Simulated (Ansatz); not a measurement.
Ansatz (a quantum-chemistry and plane-wave program) input (CCSD(T)/def2-SVPD):

Ansatz 0.2 input:
```yaml
crystal:
  periodic: [false, false, false]
  atoms:
    - {symbol: W, position_ang: [0.00337264, 0.00585587, -0.23953317]}
    - {symbol: Cl, position_ang: [2.14739496, 0.01666381, 0.55239464]}
    - {symbol: Cl, position_ang: [-2.16207586, -0.04215404, 0.49027918]}
basis:
  gaussian:
    orbitals: def2-SVPD
total_charge: -1
magnetization: {spin_polarized: true, initial_magnetization: 5}
correlation: {method: ccsd_t, electrons: outside_noble_gas}
```

End of the output:

```
integrals: 0.14 GiB planned
810 factors; integrals over basis functions are off by at most 6.7e-4 eV
mean field: 0.40 GiB planned
mean field evaluation 1: about -26807.3487 eV, gradient 1.3e1 eV
mean field evaluation 2: about -26807.6400 eV, gradient 1.3e1 eV
mean field evaluation 4: about -26809.9171 eV, gradient 2.9e0 eV
mean field evaluation 8: about -26810.0866 eV, gradient 1.4e-1 eV
mean field evaluation 16: about -26810.0872 eV, gradient 3.7e-6 eV
mean field evaluation 32: about -26801.6016 eV, gradient 2.2e1 eV
mean field evaluation 64: about -26808.8741 eV, gradient 1.9e0 eV
mean field evaluation 96: about -26807.8985 eV, gradient 7.2e0 eV
mean field evaluation 128: about -26808.1614 eV, gradient 2.0e-4 eV
mean field evaluation 160: about -26807.3338 eV, gradient 7.1e-4 eV
mean field evaluation 192: about -26807.2938 eV, gradient 8.3e-4 eV
mean field evaluation 224: about -26807.0116 eV, gradient 8.0e-4 eV
mean field evaluation 256: about -26805.3767 eV, gradient 3.6e-1 eV
mean field evaluation 288: about -26807.1196 eV, gradient 2.6e0 eV
mean field evaluation 320: about -26802.5561 eV, gradient 2.0e1 eV
mean field -26810.08717231 eV, -985.2525310525 hartree, gradient 3.7e-6 eV, S^2 8.768158; 10 other end points of the search recorded, 0 dependent functions left out
determinant -26810.08717231 eV, -985.2525310525 hartree, with singles and doubles -26821.42998055 eV, -985.6693715670 hartree
determinant -26808.58964826 eV, -985.1974980589 hartree, with singles and doubles -26819.73769559 eV, -985.6071812417 hartree
determinant -26808.16139467 eV, -985.1817600295 hartree, with singles and doubles -26819.31044592 eV, -985.5914801059 hartree
determinant -26808.07174451 eV, -985.1784654473 hartree, with singles and doubles -26819.26257372 eV, -985.5897208351 hartree
determinant -26807.72058028 eV, -985.1655603995 hartree, with singles and doubles -26818.91729134 eV, -985.5770319418 hartree
determinant -26807.33375892 eV, -985.1513449768 hartree, with singles and doubles -26818.44597421 eV, -985.5597113565 hartree
determinant -26807.29384557 eV, -985.1498781885 hartree, with singles and doubles -26818.42761858 eV, -985.5590367997 hartree
determinant -26807.12879712 eV, -985.1438127695 hartree, with singles and doubles -26818.20014783 eV, -985.5506774036 hartree
determinant -26807.01158530 eV, -985.1395053146 hartree, with singles and doubles -26818.13300838 eV, -985.5482100746 hartree
14 core orbitals not correlated
reference -26810.08717231 eV, -985.2525310525 hartree; 13, 8 occupied and 62, 67 virtual orbitals, 810 factors
second order -10.60199937 eV of doubles, -0.00000000 eV of singles
coupled cluster: 0.38 GiB planned
cycle   1  -11.34361587 eV  change   -8.1e-4 eV  update   7.7e-4
cycle   2  -11.34374047 eV  change   -1.2e-4 eV  update   5.0e-4
cycle   3  -11.34380822 eV  change   -6.8e-5 eV  update   2.5e-4
cycle   4  -11.34375965 eV  change    4.9e-5 eV  update   8.2e-5
cycle   5  -11.34381761 eV  change   -5.8e-5 eV  update   3.1e-5
cycle   6  -11.34385891 eV  change   -4.1e-5 eV  update   1.2e-5
cycle   7  -11.34385667 eV  change    2.2e-6 eV  update   5.3e-6
perturbative correction -0.33345816 eV, -0.0122543613 hartree
Total energy: -26821.76448714 eV, -985.6816644575 hartree
```

This state (charge -1, sextet) is run at the relaxed geometry of the species with charge 0 and multiplicity 5.
